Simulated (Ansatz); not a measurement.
Ansatz results at the PBE0-D4/def2-TZVP geometry: size of the dipole moment (ωB97M-V/def2-TZVPP) 1.65 D; HOMO–LUMO gap (PBE0/def2-TZVPP) 7.59 eV; HOMO energy (PBE/def2-TZVPP) -5.69 eV.

Each molecule was computed in one conformer, which needn't be the lowest.

(1) Which molecule gave them?
A. `CN[SiH](C)O`
B. `COC(N)[SiH3]`
C. `C=C(S)S`
D. `[AlH2][SiH2]O[SiH3]`

Results:

(1) B. The others give `[AlH2][SiH2]O[SiH3]`: 0.20, 5.27, -6.28; `CN[SiH](C)O`: 1.76, 7.66, -5.37; `C=C(S)S`: 1.20, 6.12, -5.51.
